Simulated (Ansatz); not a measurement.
Compare A (`BC(F)[SiH2][SiH3]`) with its isomer B (`C[SiH](F)B[SiH3]`).

Gas-phase electronic energies from Ansatz, PBE0-D4/def2-TZVP geometries. CCSD(T)/CBS adds triple-zeta CCSD(T) − MP2 to the extrapolated MP2 energy (def2 sets, frozen cores). DFT in def2-TZVPP. Each species was taken in one conformer, which may not be the lowest.

(1) Which is lower in electronic energy at CCSD(T)/CBS, and by how much? (Best estimate.)

(2) Give E(B) − E(A) in kcal/mol with r2SCAN-D4, PBE0-D4, HF/def2-TZVPP, CCSD/def2-TZVPP, B2PLYP, ωB97M-V, CCSD(T)/def2-TZVPP. (Estimate.)

Largest T1 diagnostic: 0.014.

## Answers

(1) The calculation gave: B, by 48.3 kcal/mol.

(2) Ansatz gave: r2SCAN-D4 -45.4, PBE0-D4 -44.1, HF/def2-TZVPP -51.7, CCSD/def2-TZVPP -48.7, B2PLYP -47.3, ωB97M-V -45.3, CCSD(T)/def2-TZVPP -47.5. None reverses the order clearly.

In def2-TZVPP, CCSD(T) changes the Hartree–Fock value by +4.2 kcal/mol (the triples alone add +1.2 kcal/mol) and MP2 by +2.9 kcal/mol. The D4 term adds +0.7 kcal/mol with B3LYP and +0.4 kcal/mol with PBE0; it sums over pairs of atoms, weighted by their polarisabilities, and B3LYP, whose exchange is more repulsive, gets the larger term.

B3LYP here is the variant with VWN-RPA as its local correlation; programs differ in this.
